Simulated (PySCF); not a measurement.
CH6BOP (SMILES CB(O)P), singlet, at a GFN2-xTB geometry; B3LYP/def2-SVP, polarisability in PySCF.

Input for PySCF:
```python
from pyscf import gto, scf, dft
from pyscf.prop import polarizability

mol = gto.Mole()
mol.atom = '''
    B     0.23219748   -0.31878915    0.27039210
    C     1.63523342   -0.79807055   -0.30089140
    H     2.24791385   -1.30791150    0.44206876
    H     2.21061333    0.03788754   -0.69396155
    H     1.49292562   -1.48927245   -1.13104757
    O    -0.29285895   -0.75105874    1.41859428
    H     0.20504263   -1.37997984    1.94497509
    P    -0.80368579    1.03623497   -0.61196574
    H    -2.03707582    0.45819577   -0.38451633
    H    -0.69364918    0.52839474   -1.89339878
'''
mol.basis = 'def2-svp'
mol.verbose = 4
mol.build()

mf = dft.RKS(mol)
mf.xc = 'b3lyp'
mf.kernel()
alpha = mf.Polarizability().polarizability()[2, 2]
print('alpha_zz =', alpha)
```

It wrote (shortened):

```
site-packages/pyscf/prop/efg/rhf.py:45: UserWarning: Module EFG is under testing
  warnings.warn('Module EFG is under testing')
site-packages/pyscf/prop/efg/dhf.py:30: UserWarning: Module EFG is under testing
  warnings.warn('Module EFG is under testing')
site-packages/pyscf/prop/zfs/uhf.py:40: UserWarning: Module ZFS is under testing
  warnings.warn('Module ZFS is under testing')
site-packages/pyscf/prop/gtensor/uhf.py:43: UserWarning: Module g-tensor is under testing
  warnings.warn('Module g-tensor is under testing')
site-packages/pyscf/prop/gtensor/uks.py:41: UserWarning: Module g-tensor is under testing
  warnings.warn('Module g-tensor is under testing')
site-packages/pyscf/prop/hfc/uks.py:35: UserWarning: Module HFC is under testing
  warnings.warn('Module HFC is under testing')
site-packages/pyscf/prop/magnetizability/rhf.py:39: UserWarning: Module magnetizability is under testing
  warnings.warn('Module magnetizability is under testing')
site-packages/pyscf/prop/magnetizability/uhf.py:37: UserWarning: Module magnetizability is under testing
  warnings.warn('Module magnetizability is under testing')
site-packages/pyscf/prop/magnetizability/rks.py:37: UserWarning: Module magnetizability is under testing
  warnings.warn('Module magnetizability is under testing')
site-packages/pyscf/prop/magnetizability/uks.py:39: UserWarning: Module magnetizability is under testing
  warnings.warn('Module magnetizability is under testing')
site-packages/pyscf/prop/polarizability/uhf.py:34: UserWarning: Module polarizability is under testing
  warnings.warn('Module polarizability is under testing')
site-packages/pyscf/prop/polarizability/rks.py:29: UserWarning: Module polarizability is under testing
  warnings.warn('Module polarizability is under testing')
site-packages/pyscf/prop/polarizability/uks.py:29: UserWarning: Module polarizability is under testing
  warnings.warn('Module polarizability is under testing')
PySCF version 2.14.0

[INPUT] verbose = 4
[INPUT] num. atoms = 10
[INPUT] num. electrons = 40
[INPUT] charge = 0
[INPUT] spin (= nelec alpha-beta = 2S) = 0
[INPUT] symmetry False subgroup None
[INPUT] Mole.unit = angstrom
[INPUT] Symbol           X                Y                Z      unit          X                Y                Z       unit  Magmom
[...]
nuclear repulsion = 148.14047106526
number of shells = 44
number of NR pGTOs = 150
number of NR cGTOs = 90
basis = def2-svp
ecp = {}

******** <class 'pyscf.dft.rks.RKS'> ********
method = RKS
initial guess = minao
damping factor = 0
level_shift factor = 0
DIIS = <class 'pyscf.scf.diis.CDIIS'>
diis_start_cycle = 1
diis_space = 8
diis_damp = 0
SCF conv_tol = 1e-09
SCF conv_tol_grad = None
SCF max_cycles = 50
direct_scf = True
direct_scf_tol = 1e-13
XC library pyscf.dft.libxc version 7.1.2
    S. Lehtola, C. Steigemann, M. J. T. Oliveira, and M. A. L. Marques,  SoftwareX 7, 1–5 (2018)
XC functionals = b3lyp
    P. J. Stephens, F. J. Devlin, C. F. Chabalowski, and M. J. Frisch,  J. Phys. Chem. 98, 11623 (1994)
radial grids:
    Treutler-Ahlrichs [JCP 102, 346 (1995); DOI:10.1063/1.469408] (M4) radial grids

becke partition: Becke, JCP 88, 2547 (1988); DOI:10.1063/1.454033
pruning grids: <function nwchem_prune>
grids dens level: 3
symmetrized grids: False
atomic radii adjust function: <function treutler_atomic_radii_adjust>
small_rho_cutoff = 0
Set gradient conv threshold to 3.16228e-05
Initial guess from minao.
tot grids = 120280
init E= -483.185669399626
[...]
cycle= 1 E= -482.911095797722  delta_E= 0.275  |g|= 0.694  |ddm|= 3.03
[...]
cycle= 2 E= -482.771717808834  delta_E= 0.139  |g|=  1.1  |ddm|= 1.89
[...]
cycle= 3 E= -483.006450615094  delta_E= -0.235  |g|= 0.126  |ddm|= 1.28
[...]
cycle= 4 E= -483.010183951528  delta_E= -0.00373  |g|= 0.0301  |ddm|= 0.157
[...]
cycle= 5 E= -483.010406875967  delta_E= -0.000223  |g|= 0.00774  |ddm|= 0.035
[...]
cycle= 6 E= -483.01042493504  delta_E= -1.81e-05  |g|= 0.00143  |ddm|= 0.0147
[...]
cycle= 7 E= -483.010425512534  delta_E= -5.77e-07  |g|= 0.000362  |ddm|= 0.00272
[...]
cycle= 8 E= -483.010425551746  delta_E= -3.92e-08  |g|= 8.62e-05  |ddm|= 0.000587
[...]
cycle= 9 E= -483.010425554061  delta_E= -2.32e-09  |g|= 2.19e-05  |ddm|= 0.000137
[...]
cycle= 10 E= -483.010425554219  delta_E= -1.58e-10  |g|= 4.98e-06  |ddm|= 3.5e-05
[...]
Extra cycle  E= -483.010425554217  delta_E= 2.5e-12  |g|= 5.39e-06  |ddm|= 1.3e-05
converged SCF energy = -483.010425554217
Isotropic polarizability 48.07805336
Polarizability anisotropy 3.11053549032
alpha_zz = 48.2497284253152
```
